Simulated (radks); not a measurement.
The numbers below are computed, except where a source is named.
All-electron atom: Sr in [Kr] 5s2 (the NIST ground configuration).

Level of theory: Dirac Kohn-Sham, PBE, spin-unpolarised, spherical densities, finite nucleus; Fermi nuclear charge, rms radius 4.224 fm (a radial shooting solver on a logarithmic mesh with Libxc functionals).

Energy parts (Ry):
total: -6359.53186
kinetic: 6550.76037
electron-nucleus: -15346.33719
Hartree: 2646.19396
exchange-correlation: -210.14900

Orbitals (lengths in bohr, moments of r in powers of bohr; <r^-3> diverges for s and p1/2):
orbital,occ.,eigenvalue (Ry),<r^-3>
1s1/2,2,-1170.878,-
2s1/2,2,-158.5193,-
2p1/2,2,-144.2601,-
2p3/2,4,-139.2322,1712
3s1/2,2,-24.51956,-
3p1/2,2,-19.34133,-
3p3/2,4,-18.57055,265.4
3d3/2,4,-9.48407,36.23
3d5/2,6,-9.34957,34.84
4s1/2,2,-3.00485,-
4p1/2,2,-1.73482,-
4p3/2,4,-1.64956,29.42
4d3/2,0,-0.09630,0.9672
4d5/2,0,-0.09290,0.9132
5s1/2,2,-0.25914,-
5p1/2,0,-0.09751,-
5p3/2,0,-0.09294,1.585

The highest occupied level is 5s1/2 at -3.526 eV. The electron density at the nucleus is 6.099e+04 e/bohr^3.
